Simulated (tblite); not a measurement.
C5H7F5O.
Geometry (GFN2-xTB, Å), atoms numbered from 1 in this order:
```xyz
18
C5H7F5O angstrom
C      1.7161   -1.3868   -0.4219
O      0.9090   -0.7150    0.5270
C      0.4862    0.5688    0.1690
C      0.2079    1.3632    1.4423
C     -0.7700    0.5078   -0.7429
F     -0.4097    0.2531   -2.0295
F     -1.4020    1.7045   -0.7795
C     -1.8123   -0.5714   -0.3504
F     -1.3757   -1.7950   -0.6394
F     -2.1079   -0.5407    0.9482
F     -2.9530   -0.3900   -1.0171
H      2.0266   -2.3085    0.0636
H      2.5966   -0.7874   -0.6758
H      1.1668   -1.6262   -1.3360
H      1.2549    1.0826   -0.4327
H     -0.4993    0.8305    2.0703
H      1.1401    1.4693    1.9892
H     -0.1830    2.3476    1.2040
```

All values are computed: GFN2-xTB (tblite) harmonic vibrations without scaling, gas phase. This tight-binding method is rough: wavenumbers can miss measured ones by several per cent, in bad cases by 10 to 20. One conformer, not necessarily the lowest.

Harmonic wavenumbers (cm⁻¹): 34.2, 67.8, 113.3, 133.7, 174.7, 183.4, 189.7, 226.1, 254.9, 287.3, 317.5, 336.3, 389.0, 424.1, 465.1, 507.1, 549.8, 569.3, 611.3, 712.6, 905.9, 951.8, 1047.7, 1058.8, 1081.8, 1096.4, 1107.1, 1115.3, 1130.0, 1139.2, 1144.7, 1177.3, 1200.3, 1294.1, 1312.2, 1402.8, 1408.1, 1460.8, 1464.0, 1477.2, 1484.2, 2854.0, 2934.1, 2965.1, 3043.3, 3060.8, 3061.7, 3075.3.

A = 1386, B = 1006, C = 907.1 MHz; mass 178.042 u (most abundant isotopes); point group C1, symmetry number 1.

Question: Zero-point energy?

Answer: ½Σν̃ = 26501 cm⁻¹ = 317.02 kJ/mol.

Question: What is S at 273.15 K and 1 bar for an ideal gas of classical rigid rotors and harmonic oscillators?

Answer: Translation 171.66, rotation 124.10, vibration 140.07: S = 435.8 J/(mol K).

Question: And Cp and H(273.15 K) − H(0)?

Answer: Cp = 174.12 J/(mol K), of which vibrations give 140.86 (their classical limit is 48 R = 399.1); H(273.15 K) − H(0) = 29.45 kJ/mol without the zero-point energy, 20.37 from vibrations.

Question: How do the functions run with temperature in this model?

Answer: 
```csv
T (K),S (J/(mol K)),Cp (J/(mol K)),H − H(0) (kJ/mol),G − H(0) (kJ/mol),ln q(vib)
150,348.9,119.8,11.25,-41.08,3.76
250,420.8,164.5,25.53,-79.68,7.12
298.15,451.5,184.4,33.93,-100.69,8.70
400,511.3,223.5,54.75,-149.77,11.94
600,613.8,282.0,105.71,-262.58,17.92
900,739.2,334.6,198.97,-466.26,25.97
```

q(vib) and H(0) count from the zero-point level.

Question: Which modes carry the vibrational entropy at 273.15 K?

Answer: 34.2 cm⁻¹: 22.58; 67.8 cm⁻¹: 16.92; 113.3 cm⁻¹: 12.73; 133.7 cm⁻¹: 11.40; 174.7 cm⁻¹: 9.29; 183.4 cm⁻¹: 8.92 J/(mol K); the other 42 give 58.24 together.

Question: Blend soft modes into free rotors: weight 1/[1 + (100 cm⁻¹/ν̃)⁴] for the oscillator and the rest for a rotor with moment μB/(μ + B), μ = h/(8π²ν), B = 10⁻⁴⁴ kg m². What vibrational entropy results?

Answer: 129.85 J/(mol K) in place of 140.07, which changes −T·S at 273.15 K by +2.79 kJ/mol.

Question: What must be added to the electronic energy to get the Gibbs energy at 273.15 K and 1 bar?

Answer: ZPE + [H(273.15 K) − H(0)] − T·S = 317.02 + 29.45 − 119.05 = 227.42 kJ/mol.

Hindered rotation and anharmonicity are outside this model. Other conformers, if any are populated, would add a mixing term that is left out. The structure is chiral; the term R ln 2 for an equal mix with its mirror image is left out.

Hardware: 2 threads, Intel Xeon Platinum 8488C (x86_64), no GPU, on a shared host. Cost: 0.52 s wall, 1.1 s CPU. The figure is for the frequency step alone.
